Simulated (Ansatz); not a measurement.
`C[O][Ge][SH]` and `C[O][Ge][OH]` differ in one atom or group.

Ansatz, PBE0-D4/def2-TZVP geometries, multiplicity 1. Each molecule was computed in one conformer, which needn't be the lowest.

Scalar relativity is left out up to krypton.

| property | `C[O][Ge][SH]` |
| --- | --- |
| LUMO energy (ωB97M-V/def2-TZVPP) / eV | -0.02 |
| LUMO energy (B3LYP/def2-TZVPP) / eV | -2.14 |
| HOMO–LUMO gap (PBE/def2-TZVPP) / eV | 3.62 |
| HOMO–LUMO gap (ωB97M-V/def2-TZVPP) / eV | 9.39 |
| size of the dipole moment (B3LYP/def2-TZVPP) / D | 1.19 |
| HOMO energy (B3LYP/def2-TZVPP) / eV | -7.14 |

Give the same properties after the change, and the shifts. (Estimate.)

Computed: 
```json
{"property": "LUMO energy (ωB97M-V/def2-TZVPP) / eV", "`C[O][Ge][OH]`": "0.51", "shift": "0.53"}
{"property": "LUMO energy (B3LYP/def2-TZVPP) / eV", "`C[O][Ge][OH]`": "-1.69", "shift": "0.45"}
{"property": "HOMO–LUMO gap (PBE/def2-TZVPP) / eV", "`C[O][Ge][OH]`": "4.11", "shift": "0.49"}
{"property": "HOMO–LUMO gap (ωB97M-V/def2-TZVPP) / eV", "`C[O][Ge][OH]`": "10.25", "shift": "0.86"}
{"property": "size of the dipole moment (B3LYP/def2-TZVPP) / D", "`C[O][Ge][OH]`": "1.41", "shift": "0.22"}
{"property": "HOMO energy (B3LYP/def2-TZVPP) / eV", "`C[O][Ge][OH]`": "-7.34", "shift": "-0.20"}
```

With PBE0 the HOMO falls by 0.17 eV and the LUMO rises by 0.48 eV, so the gap widens by about 0.65 eV. PBE moves the HOMO by -0.03 eV and ωB97M-V by -0.34 eV. Dipoles are sizes alone; their direction can turn.

B3LYP here is the variant with VWN-RPA as its local correlation; programs differ in this.
